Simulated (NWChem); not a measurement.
System: C6H10; SMILES C(C)CCC#C

NWChem input:

```
start job
memory heap 200 mb stack 900 mb global 1100 mb
geometry units angstroms
  C      0.863180    -2.514372     0.117005
  C      0.050704    -1.667291    -0.184055
  C     -0.923700    -0.639352    -0.532335
  C     -1.011301     0.507117     0.484368
  C      0.284463     1.286517     0.689463
  C      0.787874     2.015186    -0.547922
  H      1.580243    -3.270312     0.377791
  H     -1.914893    -1.113113    -0.634537
  H     -0.678074    -0.244326    -1.533294
  H     -1.341842     0.092151     1.450657
  H     -1.809128     1.193529     0.151139
  H      0.121436     2.015766     1.500937
  H      1.063192     0.595528     1.055775
  H      1.057545     1.317777    -1.356691
  H      1.688105     2.606719    -0.321788
  H      0.028101     2.708566    -0.945177
end
basis spherical
  * library sto-3g
end
dft
  xc hfexch
  iterations 150
end
driver
  maxiter 120
end
task dft optimize
task dft freq
```

Excerpt of the output:

```
             Northwest Computational Chemistry Package (NWChem) 7.3.0
             --------------------------------------------------------

 C1  symmetry detected

                             Geometry "geometry" -> ""
                             -------------------------

 Output coordinates in angstroms (scale by  1.889725989 to convert to a.u.)

  No.       Tag          Charge          X              Y              Z
 ---- ---------------- ---------- -------------- -------------- --------------
    1 C                    6.0000     0.83335099    -2.51394717     0.21079474
    2 C                    6.0000     0.04654087    -1.66667044    -0.15163121
    3 C                    6.0000    -0.89774634    -0.63828490    -0.57372783
    4 C                    6.0000    -1.03659978     0.52557934     0.41717573
    5 C                    6.0000     0.25064744     1.29972333     0.68592904
    6 C                    6.0000     0.83183845     2.00425679    -0.53117918
    7 H                    1.0000     1.52798975    -3.27014083     0.52588538
    8 H                    1.0000    -1.88472860    -1.10713064    -0.72672452
    9 H                    1.0000    -0.59038887    -0.26168395    -1.56468681
   10 H                    1.0000    -1.42682299     0.12902278     1.36882551
   11 H                    1.0000    -1.80810376     1.21157832     0.02612852
   12 H                    1.0000     0.04547012     2.04350132     1.47432521
   13 H                    1.0000     1.00109694     0.60982748     1.10894014
   14 H                    1.0000     1.14355176     1.29165440    -1.31107771
   15 H                    1.0000     1.72158728     2.59352884    -0.26179247
   16 H                    1.0000     0.10215860     2.69590058    -0.98399100

 Effective nuclear repulsion energy (a.u.)     217.8217507950

                                Z-matrix (autoz)
                                --------

 Units are Angstrom for bonds and degrees for angles

[...]

      ----------------------
      Optimization converged
      ----------------------

  Step       Energy      Delta E   Gmax     Grms     Xrms     Xmax
  ---- ---------------- -------- -------- -------- -------- --------
@   12    -230.18793742 -2.2D-07  0.00005  0.00001  0.00059  0.00149
                                     ok       ok       ok       ok

                                Z-matrix (autoz)
                                --------

 Units are Angstrom for bonds and degrees for angles

[...]

 Rotational Constants
 --------------------
 A=   0.201825 cm-1  (  0.290375 K)
 B=   0.067175 cm-1  (  0.096647 K)
 C=   0.060281 cm-1  (  0.086729 K)

 Temperature                      =   298.15K
 frequency scaling parameter      =   1.0000

 Zero-Point correction to Energy  =  106.695 kcal/mol  (  0.170030 au)
 Thermal correction to Energy     =  110.916 kcal/mol  (  0.176756 au)
 Thermal correction to Enthalpy   =  111.508 kcal/mol  (  0.177700 au)

 Total Entropy                    =   81.447 cal/mol-K
   - Translational                =   39.112 cal/mol-K (mol. weight =  82.0782)
   - Rotational                   =   27.069 cal/mol-K (symmetry #  =        1)
   - Vibrational                  =   15.266 cal/mol-K

 Cv (constant volume heat capacity) =   22.592 cal/mol-K
   - Translational                  =    2.979 cal/mol-K
   - Rotational                     =    2.979 cal/mol-K
   - Vibrational                    =   16.633 cal/mol-K

[normal modes left out]

 ----------------------------------------------------------------------------
 Normal Eigenvalue ||           Projected Infra Red Intensities
  Mode   [cm**-1]  || [atomic units] [(debye/angs)**2] [(KM/mol)] [arbitrary]
 ------ ---------- || -------------- ----------------- ---------- -----------
    1       -0.000 ||    0.000035           0.001         0.034       0.061
    2       -0.000 ||    0.000040           0.001         0.039       0.070
    3        0.000 ||    0.000034           0.001         0.033       0.059
    4        0.000 ||    0.000012           0.000         0.011       0.020
    5        0.000 ||    0.000008           0.000         0.008       0.014
    6        0.000 ||    0.000002           0.000         0.002       0.004
    7       52.999 ||    0.000035           0.001         0.034       0.061
    8      137.846 ||    0.000062           0.001         0.060       0.108
    9      213.512 ||    0.000129           0.003         0.126       0.226
   10      259.541 ||    0.000005           0.000         0.005       0.010
   11      350.333 ||    0.000694           0.016         0.677       1.210
   12      429.263 ||    0.002504           0.058         2.441       4.366
   13      474.317 ||    0.000347           0.008         0.339       0.606
   14      637.253 ||    0.001695           0.039         1.653       2.956
   15      875.424 ||    0.002296           0.053         2.238       4.003
   16      940.989 ||    0.014320           0.330        13.960      24.965
   17      945.845 ||    0.014900           0.344        14.525      25.977
   18      957.634 ||    0.001783           0.041         1.738       3.109
   19      975.574 ||    0.004277           0.099         4.170       7.457
   20     1092.595 ||    0.001928           0.044         1.879       3.361
   21     1133.996 ||    0.001300           0.030         1.268       2.267
   22     1175.160 ||    0.000955           0.022         0.931       1.665
   23     1279.443 ||    0.000474           0.011         0.462       0.826
   24     1317.617 ||    0.001063           0.025         1.036       1.853
   25     1344.846 ||    0.000554           0.013         0.540       0.966
   26     1440.114 ||    0.000940           0.022         0.917       1.640
   27     1497.801 ||    0.000078           0.002         0.076       0.135
   28     1552.237 ||    0.000373           0.009         0.363       0.650
   29     1626.723 ||    0.027468           0.634        26.778      47.889
   30     1669.494 ||    0.009245           0.213         9.013      16.119
   31     1699.258 ||    0.002876           0.066         2.804       5.014
   32     1747.850 ||    0.000444           0.010         0.433       0.774
   33     1805.075 ||    0.002042           0.047         1.991       3.561
   34     1819.549 ||    0.000363           0.008         0.354       0.633
   35     1827.539 ||    0.000389           0.009         0.379       0.678
   36     1841.504 ||    0.002187           0.050         2.132       3.813
   37     1848.315 ||    0.000819           0.019         0.799       1.428
   38     2696.841 ||    0.011607           0.268        11.315      20.235
   39     3570.551 ||    0.002161           0.050         2.107       3.768
   40     3599.009 ||    0.000951           0.022         0.927       1.657
   41     3607.633 ||    0.003350           0.077         3.266       5.840
   42     3611.792 ||    0.003488           0.080         3.400       6.081
   43     3706.289 ||    0.000056           0.001         0.054       0.097
   44     3721.812 ||    0.001333           0.031         1.299       2.324
   45     3727.128 ||    0.002819           0.065         2.749       4.916
   46     3750.912 ||    0.002063           0.048         2.011       3.597
   47     3756.807 ||    0.002989           0.069         2.914       5.211
   48     3951.649 ||    0.147826           3.410       144.108     257.722
 ----------------------------------------------------------------------------
```

Level: Hartree-Fock/STO-3G.
